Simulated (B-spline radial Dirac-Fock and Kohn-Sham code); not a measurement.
## Atomic SCF run for O

ΔSCF core binding energies without Breit or QED terms, calculated with a radial B-spline solver. Keys: rel is the Hamiltonian (dirac, or spin-free x2c and nr, where L3 and M5 stand for the whole 2p and 3d shells), method is hf or an exchange,correlation pair (spin-unpolarised, also for the hole states), nuc the nuclear model, radius_factor scales its radius, rmax is the box in bohr, h the logarithmic mesh step, order the B-spline order, points the quadrature points per cell, c_factor scales the speed of light, and damp, ndamp, maxit and tol steer the iteration. The run stops when the commutator error falls below 10·tol·max(1, Z/10), or the numerical noise floor, and the energy has settled to about 1e-8 Ha; the virial ratio is −V/T.

Input (task.json):

```json
{"items": [{"Z": 8, "q": 0, "cfg": [[1, 0, 2], [2, 0, 2], [2, 1, 4]], "A": 16, "rrms": 2.6991, "do": "settings", "holes": ["K", "L3", "M5"],
  "settings": [{"rel": "dirac", "method": "hf", "nuc": "fermi", "radius_factor": 1.0, "rmax": 45.0, "h": 0.3, "order": 8, "points": 10, "c_factor": 1.0, "maxit": 60, "damp": 0.5, "ndamp": 3, "tol": 1e-08, "cfg": "1s2 2s2 2p7"}]}]}
```

Command: `python xray2_run.py task.json out`

The program stops without a result: overfilled shell.

**Question.** One setting is unsound. Which, and why?

**Answer.** cfg puts more electrons in a shell than it can hold. With the default settings (Dirac Hartree-Fock): The ground state converged in 10 iterations, with total energy -74.82499 Ha, virial ratio 1.99851 and highest orbital energy -16.75 eV. ΔSCF binding energies: K (1s) 545.8 eV. Holes are computed only in closed shells, and unreliable hole states are left out.
